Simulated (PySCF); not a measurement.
## Static response to an electric field

Species: C₄H₇NOSi.
Structure used (GFN2-xTB), in Å, numbered top down from 1:
```xyz
14
C4H7NOSi angstrom
C     -1.1016   -1.1669    0.8968
C     -0.7359   -0.0852    0.2061
Si    -1.9524    0.9854   -0.7784
C      0.6581    0.3295    0.1880
N      1.6010   -0.4573    0.4609
C      2.9387   -0.4490    0.4904
O      3.6856   -0.6116   -0.4396
H     -0.3866   -1.7380    1.4691
H     -2.1239   -1.5042    0.9204
H     -1.5633    0.9609   -2.1883
H     -1.8712    2.3528   -0.2577
H     -3.2939    0.4386   -0.5883
H      0.8474    1.3743   -0.0803
H      3.2974   -0.4297    1.5444
```

Level: CAM-B3LYP/def2-SVPD (PySCF), static field, nuclei fixed, core orbitals frozen in the response. The polarisability tensor in these axes (au):

```
x   116.27  -5.60   0.84
y    -5.60  78.44 -11.27
z     0.84 -11.27  73.49
```

Give the principal values, the mean and the anisotropy Δα = √{½[(α1 − α2)² + (α2 − α3)² + (α1 − α3)²]}.

Principal values 64.27, 86.70 and 117.23 au; mean 89.40 au = 13.25 Å³ = 14.74 × 10⁻⁴⁰ C²·m²/J; Δα = 46.05 au (52 % of the mean).

What is the dipole moment, and where does it point?

(-3.96, 1.24, 1.91) D, 4.57 D in size, pointing from the negative to the positive side. Measured along this direction, the outermost atoms are O7 at the negative end and H12 at the positive end.

Traceless (Buckingham) quadrupole moment about the centre of nuclear charge: eigenvalues?

-17.90, 8.38, 9.52 D·Å. The values depend on the origin, since the dipole doesn't vanish. The electronic extent ⟨r²⟩ about the same centre is 1344 bohr², a root-mean-square distance of 2.50 Å for the 60 electrons.

Rayleigh depolarisation ratio (linearly polarised light, static tensor)?

ρ = 3Δα²/(45ᾱ² + 4Δα²) = 6360.9/(359654 + 8481.2) = 0.0173.

What would n − 1 = 2πNα be for an ideal gas of these molecules at 273.15 K and 1 atm, electronic part alone?

N = p/kT = 2.6868 × 10¹⁹ cm⁻³, so n − 1 = 2π × N × 13.25 × 10⁻²⁴ cm³ = 2236 × 10⁻⁶ at long wavelengths, for an ideal gas.

What molar refraction does this α imply?

Lorentz–Lorenz: R = (4π/3)N_A α = 2.5225 cm³/(mol·Å³) × 13.25 Å³ = 33.4 cm³/mol, in the limit of long wavelengths.

Orientational against electronic polarisability at 273 K (dilute gas, rigid molecules)?

In Gaussian units μ²/3kT = 184.38 Å³ against 13.25 Å³, a ratio of 13.92; the Debye molar polarisation (4π/3)N_A(α + μ²/3kT) is 498.5 cm³/mol, leaving out the vibrational part.

One conformer (not necessarily the lowest) at the GFN2-xTB geometry, without solvent, vibrations or thermal averaging.
